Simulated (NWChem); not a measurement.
Molecule: C₂H₇BO; SMILES CCBO

```xyz
11

B     -0.6450     0.8915     0.0000
H     -1.6484     1.5730     0.0000
C     -0.7192    -0.6831     0.0000
C      0.6072    -1.4347     0.0000
H     -1.3382    -0.9753    -0.8694
H     -1.3382    -0.9753     0.8694
H      1.2146    -1.1948     0.8896
H      1.2146    -1.1948    -0.8896
H      0.4712    -2.5271     0.0000
O      0.5194     1.5776     0.0000
H      1.2910     0.9984     0.0000
```
Atoms are numbered in this order, from 1.

Level: PBE0/def2-SVP (NWChem), optimised geometry, unscaled harmonic frequencies. 

| frequency (cm⁻¹) | IR intensity (km/mol) |
|---|---|
| 112 | 5.6 |
| 201 | 3.9 |
| 229 | 6.4 |
| 510 | 21.3 |
| 549 | 16.0 |
| 742 | 89.7 |
| 798 | 5.4 |
| 871 | 3.3 |
| 963 | 4.7 |
| 1016 | 15.0 |
| 1018 | 56.0 |
| 1096 | 17.3 |
| 1176 | 84.4 |
| 1247 | 1.6 |
| 1308 | 11.2 |
| 1381 | 114.2 |
| 1409 | 71.4 |
| 1428 | 78.6 |
| 1478 | 29.9 |
| 1481 | 6.9 |
| 2599 | 177.1 |
| 3038 | 26.9 |
| 3043 | 12.9 |
| 3081 | 2.8 |
| 3120 | 27.3 |
| 3137 | 18.8 |
| 3863 | 51.9 |

```json
{
 "zero_point_energy": "58.4 kcal/mol",
 "thermal correction to the enthalpy at 298.15 K (with zero-point energy)": "62.5 kcal/mol",
 "heat capacity Cv": "18.3 cal/(mol K)",
 "entropy at 298.15 K and 1 atm (symmetry number 1)": "72.1 cal/(mol K)",
 "dipole_moment": "1.97 D"
}
```

Rigid rotor and harmonic oscillator.
